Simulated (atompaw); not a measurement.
**Cl: one change to a PAW (atompaw) potential, before and after**

* Element: chlorine (Cl)
* Generator: atompaw 4.2.0.5
* Type: PAW
* Functional: PBE
* Relativity: non-relativistic
* Frozen core: [Ne]
* Valence charge: 7
* Reference configuration: 3s1.5 3p5.5
* Partial waves: 3s (bound): rc 1.60 bohr; 3s channel at -0.6 Ry: rc 1.20 bohr; 3p (bound): rc 1.60 bohr; 3p channel at 1.05 Ry: rc 1.60 bohr; 3d channel at 0.5 Ry: rc 1.60 bohr; 3d channel at 3.15 Ry: rc 1.60 bohr
* Local potential: vpsmatchnc scheme with l = 3 at 1 Ry, radius 1.50 bohr
* Core correction: smooth core density matched at 0.85 bohr
* Augmentation charge: besselshape compensation charge, radius 1.55 bohr; PAW radius 1.60 bohr; waves and projectors: custom polynom2 7 10 vanderbiltortho

All-electron outer shells of the reference configuration (PBE, non-relativistic, ld1.x):

```
shell  level (eV)  outermost node (bohr)  outermost maximum (bohr)
   2p     -192.24                      –                      0.30
   3s      -20.85                   0.56                      1.29
   3p       -8.88                   0.53                      1.43
```

Change: all radii scaled by about 0.74 (s 1.18, p 1.18, d 1.18 bohr); local potential vpsmatchnc scheme with l = 3 at 1 Ry, radius 1.12 bohr; augmentation besselshape compensation charge, radius 1.14 bohr; PAW radius 1.18 bohr; waves and projectors: custom polynom2 7 10 vanderbiltortho; core correction smooth core density matched at 0.64 bohr.

Cutoffs: the cutoffs (Ry, on a coarse ladder) from which the occupation-weighted sum of valence levels, in a spherical-Bessel basis at the reference potential, stays within 10 and 1 mRy of its value at 400 Ry; they do not see the model core or the augmentation charge, which bear on the density cutoff.

Question: What does the change do?

Answer: The potential gets harder (18 Ry and 21 Ry → 18 Ry and 140 Ry); a bound ghost appears in s, which as a rule spoils a file. A smaller radius makes the pseudo-wave follow the all-electron one further in, where it bends more sharply, so more plane waves are needed.

| quantity | base | changed |
| --- | --- | --- |
| cutoff, loose | 18 Ry | 18 Ry |
| cutoff, tight | 21 Ry | 140 Ry |
| loose cutoff by channel (10 mRy a level) | s 6 Ry, p 15 Ry | s 15 Ry, p 15 Ry |
| bound ghosts | none | s |
| lowest overlap eigenvalue by channel | s 0.18, p 0.86, d 0.94 | s 0.02, p 0.68, d 0.79 |

 A true bound ghost makes a file unfit for plane-wave use even where its test errors are small: the radial tests pick states by their node count and pass the ghost by. The cutoffs see the waves, projectors and local potential, not the compensation charge or the core.
